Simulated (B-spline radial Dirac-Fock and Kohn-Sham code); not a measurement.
f′ and f″ of As, 1 keV to 6 keV

Model: the dispersion relation over Dirac-Hartree-Slater subshell photoionisation cross sections, with the Kissel-Pratt high-energy constant (isolated atom, no bound-bound lines or fine structure). Program: a radial atomic solver. The forward scattering factor is f₀ + f′ + i f″.

Edges near this range: L1 1527.0 eV, L2 1359.1 eV, L3 1323.6 eV.

```csv
hν (eV),λ (Å),f′ (e),f″ (e),tabulated f′,tabulated f″
1000,12.40,?,?,?,?
1253.6,9.890,-13.851,2.759,-13.97,2.46
1305,9.501,-17.721,2.608,-17.89,2.38
1486.9,8.338,-10.258,13.925,-10.69,13.81
1596,7.768,-7.109,14.378,-7.16,14.08
1831,6.771,-3.404,11.826,-3.44,11.53
2000,6.199,-2.134,10.406,-2.16,10.12
2376,5.218,-0.734,8.033,-0.74,7.82
2580,4.806,-0.372,7.072,-0.38,6.90
2799,4.430,-0.140,6.222,-0.14,6.09
2984.4,4.154,-0.023,5.618,-0.02,5.50
3180,3.899,0.047,5.072,0.04,4.93
3596,3.448,0.086,4.147,0.08,3.97
4000,3.100,0.046,3.474,0.05,3.31
4510.9,2.749,-0.052,2.837,-0.05,2.69
5414.7,2.290,-0.267,2.076,-0.27,1.98
6000,2.066,-0.411,1.738,-0.41,1.67
```

Q: What are f′ and f″ at 1000 eV?

A: f′ = -9.279 and f″ = 3.761 electrons (tables: -9.37 and 3.49). By the optical theorem f″ corresponds to a photoabsorption cross section 2 rₑ λ f″ = 263000 b.

Tabulated f′: xraylib 4.2 anomalous scattering factors (Cullen et al., EPDL97); f″: Chantler's tables (J. Phys. Chem. Ref. Data 1995 and 2000). Both are theoretical tables.

Values without a named source are computed, but for edge energies of neutral atoms, which are taken from tables.
